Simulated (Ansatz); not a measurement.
`[SH][In]([Br])[Br]` + H₂O → `[OH][In]([Br])[Br]` + H₂S at 298.15 K and 1 bar (formal hydrolysis of the In–S bond).

Gas-phase electronic energies from Ansatz, PBE0-D4/def2-TZVP geometries. CBS: MP2 limit from def2 TZ/QZ plus the TZ coupled-cluster correction, frozen cores. This one scheme is used for every species. def2 core potentials past Kr. For Br, In outer-core shells are correlated without core-valence functions, which leaves a few kJ/mol of doubt a bond. Scalar relativity is left out up to krypton. Each species was taken in one conformer, which may not be the lowest.

| species | CCSD(T)/CBS energy (Eh) | H − E (kJ/mol) | S (J/(mol·K)) |
| --- | --- | --- | --- |
| `[SH][In]([Br])[Br]` | -5734.97677 | 49.5 | 388.8 |
| H₂O | -76.37941 | 66.4 | 188.7 |
| `[OH][In]([Br])[Br]` | -5412.35748 | 58.5 | 374.7 |
| H₂S | -398.97279 | 49.9 | 205.7 |

H − E and S are ideal-gas, rigid-rotor, harmonic terms from PBE0-D4/def2-TZVP, for one conformer and one mirror image of each species. 1 Eh = 2625.50 kJ/mol, R = 8.31446 J/(mol·K).

Problem. By hand: ΔE, ΔH, ΔS and ΔG.

Solution. ΔE = (-5412.35748) + (-398.97279) − (-5734.97677) − (-76.37941) = 0.02591 Eh = 68.0 kJ/mol. Δ(H − E) = 58.5 + 49.9 − 49.5 − 66.4 = -7.5, so ΔH = 60.5 kJ/mol. ΔS = 374.7 + 205.7 − 388.8 − 188.7 = 2.9 J/(mol·K). ΔG = 60.5 − 298.15 × (2.9)/1000 = 59.6 kJ/mol.

Problem. By hand: the equilibrium constant, and the temperature at which ΔG would vanish if ΔH and ΔS stayed fixed.

Solution. log₁₀ K = −ΔG/(RT ln 10) = -10.4. ΔG = 0 at ΔH/ΔS = 20862 K, far beyond where these terms or the molecules hold.

The number of gas molecules stays the same, so ΔS is small and ΔH decides. A doubt of 5 kJ/mol in ΔE shifts log₁₀ K by 0.9 here. Other conformers and mirror images would add mixing entropy, several J/(mol·K) or more a flexible species. These are equilibria of isolated gas molecules and say nothing of rates. Largest T1 diagnostic: 0.012 (customary marks: 0.02 for closed shells, 0.045 for open ones).
